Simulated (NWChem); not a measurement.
A series in which one site is exchanged, each optimised at PBE0/def2-SVP with NWChem, gas phase unless a solvent is named. For some, no frequency run checked for a minimum. def2 effective core potentials on Te, I; no spin-orbit coupling.

A: Br[TeH] (HTeBr; site = H)
B: Br[Te]Br (TeBr2; site = Br)
C: Cl[Te]Br (TeBrCl; site = Cl)
D: Br[Te]I (TeIBr; site = I)

Task: Rank them by lowest singlet excitation, PBE0/def2-SVPD, TDA (eV), lowest first.

Result: D (1.92), B (2.10), C (2.21), A (2.27)
